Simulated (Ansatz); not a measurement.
Isolated molecules relaxed with PBE0-D4/def2-TZVP in Ansatz; ΔE leaves out vibrations. CBS: MP2 limit from def2 TZ/QZ plus the TZ coupled-cluster correction, frozen cores. This one scheme is used for every species, atoms too. DFT in def2-TZVPP. B3LYP here is the variant with VWN-RPA as its local correlation; programs differ in this. No spin–orbit coupling; open shells (•) take unrestricted orbitals. Spin–orbit coupling would lower the free atoms: a little for C, Si.

Consider the atomization: `C#CC(=C)[SiH3]` → 4 C• + 6 H• + Si•.

| level | ΔE (kcal/mol) | difference from CCSD(T)/CBS |
| --- | --- | --- |
| PBE-D4 | 1088.2 | 26.5 |
| r2SCAN-D4 | 1066.0 | 4.3 |
| B3LYP-D4 | 1065.6 | 3.9 |
| ωB97X-V | 1062.1 | 0.4 |
| PBE | 1082.6 | 20.9 |
| CCSD/def2-TZVPP | 1018.2 | -43.5 |
| MP2/def2-QZVPP | 1070.7 | 9.0 |
| SCS-MP2/def2-QZVPP | 1067.1 | 5.4 |
| HF/CBS(def2) | 790.5 | -271.2 |
| CCSD/CBS(def2) | 1043.9 | -17.8 |
| CCSD(T)/CBS | 1061.7 | 0 |

Largest T1 diagnostic among the species: 0.013.

From PBE to PBE0 (25 % exact exchange), in def2-TZVPP and without D4, ΔE moves by −18.3 kcal/mol: exact exchange takes away binding that semilocal exchange gives to molecules. The D4 term adds +9.0 kcal/mol with B3LYP and +4.7 kcal/mol with PBE0; it sums over pairs of atoms, weighted by their polarisabilities, and B3LYP, whose exchange is more repulsive, gets the larger term. In def2-TZVPP, CCSD(T) changes the Hartree–Fock value by +247.0 kcal/mol (the triples alone add +17.8 kcal/mol) and MP2 by +266.4 kcal/mol; breaking electron pairs costs correlation energy, which Hartree–Fock lacks.

For atomizations the MP2-based limit and the directly extrapolated one differ by several kJ/mol either way, and by 10 to 25 for some Ge, Se and Sn compounds, so smaller differences from it don't rank the levels.
